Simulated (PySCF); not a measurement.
PySCF job for CH6O3Si2, SMILES C(O[SiH2]O[SiH3])=O, PBE-D3(BJ)/def2-SVP. Coordinates come from a PBE-D3(BJ)/def2-SVP optimisation. The structure was generated by enumeration, and PubChem lists no compound with its InChIKey, so it may never have been made. One conformer was computed; it need not be the lowest.

```python
import numpy as np
from pyscf import gto, scf, dft, df
from pyscf.hessian import thermo

mol = gto.M(
    atom='''
    O    -3.03647089    0.25149732   -0.07764923
    C    -2.30699588   -0.42242839    0.62136599
    O    -0.96700410   -0.41828677    0.53284318
    Si   -0.27851868    0.63481587   -0.67653042
    O     1.35174660    0.39244192   -0.51113827
    Si    2.46647259   -0.50038686    0.37596044
    H    -2.65789701   -1.12499701    1.42009207
    H    -0.61756315    2.05214411   -0.35322882
    H    -0.72572302    0.19396931   -2.03090465
    H     2.35562615   -0.17436376    1.83936711
    H     3.83007347   -0.12632917   -0.12321065
    H     2.23993102   -1.97307908    0.17522357
    ''',
    basis='def2-SVP',
    charge=0,
    spin=0,
    max_memory=1600,
    verbose=3,
)
mf = dft.RKS(mol, xc='pbe').density_fit(auxbasis='def2-universal-jkfit')
mf.disp = 'd3bj'
mf.grids.level = 3
mf.conv_tol = 1e-11
mf.max_cycle = 100
mf.kernel()

# [left out here: the lines that compute and print the analytic Hessian (its translational invariance restored by hand, since the grid's response is missing), thermochemistry and intensities]
```

It prints:

```
[...]
       3  Si                 0.07  0.05 -0.06    0.00  0.01  0.01    0.00  0.01  0.00
       4   O                 0.01 -0.02  0.02   -0.00 -0.04 -0.04    0.03  0.04 -0.06
       5  Si                -0.03  0.01 -0.01    0.00  0.04  0.04   -0.03 -0.03  0.04
       6   H                -0.18 -0.03  0.05    0.00  0.02  0.02   -0.00  0.00 -0.01
       7   H                 0.20  0.09 -0.10    0.15  0.08 -0.14   -0.17 -0.04  0.02
       8   H                 0.20  0.09 -0.12   -0.15 -0.13  0.11    0.04 -0.04  0.00
       9   H                 0.01  0.02 -0.01    0.40 -0.42  0.17    0.37 -0.13  0.09
      10   H                -0.07  0.08 -0.08   -0.01 -0.09 -0.09   -0.32  0.41 -0.43
      11   H                 0.01  0.01 -0.02   -0.41  0.16 -0.41    0.36 -0.10  0.09
Mode                                12                  13                  14
Irrep
Freq [cm^-1]                      712.5708            768.4627            870.8668
Reduced mass [au]                   1.1220              8.9624              1.2766
Force const [Dyne/A]                0.3357              3.1183              0.5704
Char temp [K]                    1025.2307           1105.6468           1252.9834
Normal mode                   x     y     z       x     y     z       x     y     z
       0   O                 0.00  0.01  0.01    0.12 -0.01  0.00    0.03 -0.00  0.00
       1   C                -0.00 -0.01 -0.00   -0.02 -0.06  0.07   -0.00 -0.02  0.02
       2   O                -0.00  0.01  0.01   -0.10  0.10 -0.11   -0.05  0.02 -0.02
       3  Si                 0.00  0.03  0.02   -0.02 -0.03  0.03    0.06  0.02 -0.03
       4   O                -0.01 -0.05 -0.03    0.02  0.01 -0.02   -0.03 -0.01  0.01
       5  Si                 0.00  0.01 -0.00   -0.00 -0.00  0.00    0.01 -0.01  0.01
       6   H                -0.00 -0.03 -0.02    0.02 -0.07  0.08   -0.02 -0.02  0.02
       7   H                -0.63 -0.10 -0.08    0.12  0.01 -0.01   -0.42 -0.19  0.36
       8   H                 0.64 -0.13 -0.14    0.11  0.00 -0.02   -0.43 -0.31  0.25
       9   H                 0.00 -0.04  0.01    0.05 -0.04  0.02   -0.11  0.15 -0.04
      10   H                 0.05 -0.08  0.06   -0.02  0.03 -0.03   -0.05  0.08 -0.09
      11   H                -0.12  0.04 -0.08    0.06 -0.02  0.04   -0.12  0.04 -0.15
Mode                                15                  16                  17
Irrep
Freq [cm^-1]                      914.2252            916.7420            924.0150
Reduced mass [au]                   1.0500              1.0505              1.0966
Force const [Dyne/A]                0.5171              0.5202              0.5516
Char temp [K]                    1315.3665           1318.9876           1329.4518
Normal mode                   x     y     z       x     y     z       x     y     z
       0   O                 0.00  0.00  0.00   -0.00  0.00 -0.00    0.01  0.00 -0.00
       1   C                -0.00 -0.00 -0.00   -0.00  0.00 -0.00   -0.02 -0.01  0.01
       2   O                -0.00  0.00  0.00    0.00  0.00 -0.00    0.00  0.01 -0.01
       3  Si                 0.00 -0.00 -0.00   -0.01  0.00  0.00    0.02 -0.02  0.02
       4   O                 0.00  0.00  0.00    0.01  0.00 -0.00   -0.02  0.01 -0.01
       5  Si                -0.00 -0.03 -0.03   -0.03 -0.01  0.01    0.01 -0.02  0.02
       6   H                -0.00 -0.00 -0.00    0.00  0.00 -0.00   -0.00 -0.01  0.01
       7   H                 0.00 -0.00  0.00    0.05  0.00  0.05   -0.28  0.04 -0.53
       8   H                -0.00  0.01 -0.00    0.05 -0.05 -0.00   -0.25  0.54 -0.08
       9   H                 0.38  0.16 -0.02    0.41  0.51 -0.08   -0.12  0.23 -0.05
      10   H                 0.03  0.57  0.52    0.11 -0.19  0.22   -0.08  0.12 -0.13
      11   H                -0.39  0.02  0.20    0.36  0.01 -0.53   -0.13  0.05 -0.22
Mode                                18                  19                  20
Irrep
Freq [cm^-1]                      971.0185           1000.1531           1071.2488
Reduced mass [au]                   1.1867              1.6739              7.1975
Force const [Dyne/A]                0.6592              0.9865              4.8665
Char temp [K]                    1397.0794           1438.9976           1541.2886
Normal mode                   x     y     z       x     y     z       x     y     z
       0   O                 0.01  0.00 -0.00    0.00  0.04  0.03    0.00 -0.00  0.00
       1   C                -0.02 -0.01  0.01   -0.01 -0.13 -0.12    0.01  0.00 -0.00
       2   O                -0.00  0.00 -0.00    0.00  0.03  0.02   -0.01 -0.00  0.00
       3  Si                 0.03 -0.00 -0.00    0.00  0.00  0.00    0.06 -0.01  0.01
       4   O                 0.02 -0.02  0.02   -0.00 -0.00 -0.00   -0.19  0.08 -0.07
       5  Si                -0.04  0.03 -0.03    0.00  0.00  0.00    0.03 -0.02  0.02
       6   H                -0.02 -0.01  0.01    0.03  0.56  0.50    0.00  0.00 -0.00
       7   H                -0.32 -0.05 -0.15    0.00  0.00 -0.01    0.10  0.01 -0.01
       8   H                -0.31  0.17  0.06   -0.00 -0.01  0.01    0.10  0.00 -0.01
       9   H                 0.30 -0.32  0.07    0.00 -0.00  0.00    0.09 -0.09  0.03
      10   H                 0.16 -0.27  0.28    0.00 -0.00 -0.00    0.08 -0.11  0.11
      11   H                 0.32 -0.07  0.31   -0.00  0.00 -0.00    0.09 -0.03  0.09
Mode                                21                  22                  23
Irrep
Freq [cm^-1]                     1195.6505           1335.7418           1760.7830
Reduced mass [au]                   6.6917              1.1650              9.8333
Force const [Dyne/A]                5.6363              1.2247             17.9623
Char temp [K]                    1720.2749           1921.8350           2533.3746
Normal mode                   x     y     z       x     y     z       x     y     z
       0   O                 0.01 -0.03  0.03   -0.01  0.04 -0.05   -0.09  0.08 -0.09
       1   C                 0.17  0.06 -0.08   -0.06 -0.02  0.02    0.15 -0.11  0.12
       2   O                -0.16 -0.03  0.04    0.00 -0.02  0.02   -0.01  0.01 -0.01
       3  Si                -0.00  0.00 -0.00    0.00  0.00 -0.00    0.00 -0.00  0.00
       4   O                 0.02 -0.00  0.00   -0.00  0.00 -0.00    0.00  0.00 -0.00
       5  Si                -0.01  0.00 -0.00    0.00 -0.00  0.00   -0.00  0.00 -0.00
       6   H                 0.26  0.03 -0.05    0.85 -0.26  0.24   -0.13 -0.06  0.07
       7   H                -0.01  0.01 -0.07    0.00  0.00  0.01    0.00 -0.02 -0.03
       8   H                -0.01  0.07 -0.01    0.00 -0.01 -0.00    0.00  0.03  0.02
       9   H                 0.02 -0.01  0.00   -0.00  0.00  0.00    0.00 -0.00 -0.00
      10   H                -0.00 -0.01  0.01    0.00  0.00 -0.00   -0.00 -0.00  0.00
      11   H                 0.02 -0.00  0.01   -0.00 -0.00 -0.00    0.00 -0.00  0.00
Mode                                24                  25                  26
Irrep
Freq [cm^-1]                     2168.7929           2174.0345           2194.3283
Reduced mass [au]                   1.0255              1.0522              1.0450
Force const [Dyne/A]                2.8420              2.9302              2.9645
Char temp [K]                    3120.4102           3127.9517           3157.1498
Normal mode                   x     y     z       x     y     z       x     y     z
       0   O                 0.00 -0.00  0.00   -0.00  0.00 -0.00    0.00 -0.00  0.00
       1   C                -0.00  0.00 -0.00    0.00  0.00  0.00   -0.00  0.00 -0.00
       2   O                -0.00 -0.00  0.00    0.00 -0.00 -0.00    0.00 -0.00  0.00
       3  Si                 0.00  0.00 -0.00   -0.00 -0.00 -0.00    0.00 -0.00  0.00
       4   O                -0.00  0.00 -0.00    0.00 -0.00 -0.00    0.00 -0.00  0.00
       5  Si                 0.00  0.02 -0.02    0.00  0.03  0.03    0.03  0.01 -0.01
       6   H                -0.00  0.00 -0.00    0.00  0.00  0.00   -0.00 -0.00  0.00
       7   H                 0.00 -0.04 -0.01   -0.01  0.02  0.00   -0.01  0.05  0.01
       8   H                 0.01  0.01  0.04    0.01  0.00  0.02   -0.01 -0.02 -0.05
       9   H                -0.05  0.15  0.63    0.06 -0.15 -0.70    0.00  0.03  0.09
      10   H                 0.13  0.04 -0.05   -0.01  0.01  0.01   -0.88 -0.24  0.32
      11   H                -0.11 -0.71 -0.11   -0.11 -0.64 -0.08   -0.01 -0.09 -0.02
Mode                                27                  28                  29
Irrep
Freq [cm^-1]                     2218.3003           2231.0483           2952.9547
Reduced mass [au]                   1.0288              1.0571              1.0915
Force const [Dyne/A]                2.9828              3.1000              5.6075
Char temp [K]                    3191.6403           3209.9818           4248.6443
Normal mode                   x     y     z       x     y     z       x     y     z
       0   O                 0.00 -0.00  0.00   -0.00  0.00  0.00    0.00 -0.00  0.00
       1   C                -0.01  0.00 -0.00    0.00 -0.00 -0.00    0.02  0.05 -0.06
       2   O                 0.00  0.00 -0.00   -0.00  0.00  0.00    0.00  0.00 -0.00
       3  Si                -0.01  0.01 -0.02   -0.00 -0.03 -0.03   -0.00 -0.00  0.00
       4   O                -0.00  0.00 -0.00    0.00  0.00  0.00    0.00 -0.00  0.00
       5  Si                 0.00 -0.00  0.00   -0.00 -0.00 -0.00   -0.00  0.00 -0.00
       6   H                 0.01 -0.00  0.00   -0.00 -0.00 -0.00   -0.31 -0.59  0.68
       7   H                 0.15 -0.64 -0.15   -0.16  0.67  0.15    0.00  0.00 -0.00
       8   H                 0.21  0.22  0.64    0.20  0.19  0.60    0.00  0.00 -0.00
       9   H                 0.00 -0.01 -0.04   -0.00  0.01  0.02    0.00 -0.00  0.00
      10   H                -0.07 -0.02  0.02    0.00  0.00 -0.00    0.00 -0.00  0.00
      11   H                 0.00  0.04  0.00    0.00  0.02  0.00    0.00 -0.00  0.00
temperature 298.1500 [K]
pressure 101325.00 [Pa]
Rotational constants [GHz] 6.79633 1.07489 0.94973
Symmetry number 1
Zero-point energy (ZPE) 0.06959 [Eh]   182703.293 [J/mol]
                           tot       elec      trans        rot        vib
Entropy [J/mol/K]       380.603      0.000    168.683    118.110     93.810
Cv [J/mol/K]            111.977      0.000     12.472     12.472     87.033
Cp [J/mol/K]            120.291      0.000     20.786     12.472     87.033
Internal energy [J/mol]                      3718.434   3718.434 196416.200
Internal energy [Eh]   -845.44037  -845.51801
Enthalpy [J/mol]                             6197.391   3718.434 196416.200
Enthalpy [Eh]          -845.43942
Gibbs free energy [J/mol]                  -44095.495 -31495.913 168446.752
Gibbs free energy [Eh] -845.48264
mode   freq/cm-1   IR/(km/mol)
   1      -20.37         0.040
   2       52.58         0.331
   3       58.88         0.013
   4       94.97         2.546
   5      116.63        11.239
   6      242.74        11.755
   7      283.34         7.428
   8      587.88         0.396
   9      658.13        42.118
  10      660.89        11.177
  11      697.77        62.201
  12      710.85        32.294
  13      712.57        30.457
  14      768.46       113.602
  15      870.87       433.153
  16      914.23        67.443
  17      916.74       104.514
  18      924.01       300.608
  19      971.02       123.958
  20     1000.15         0.038
  21     1071.25       399.614
  22     1195.65       313.029
  23     1335.74         3.109
  24     1760.78       257.141
  25     2168.79        78.088
  26     2174.03       123.703
  27     2194.33       120.137
  28     2218.30        57.700
  29     2231.05       126.725
  30     2952.95        70.576
max |gradient| / (hartree/bohr): 7.645167072088704e-05
APT charges: [-0.6452  1.0499 -1.0128  1.7676 -1.2549  1.4507 -0.0206 -0.2677 -0.268
 -0.2703 -0.2583 -0.2704]
```

The calculation finished and met its thresholds. The end point has an imaginary mode, so it is no minimum.

Cost: about 2.5 core-minutes (a rough figure).
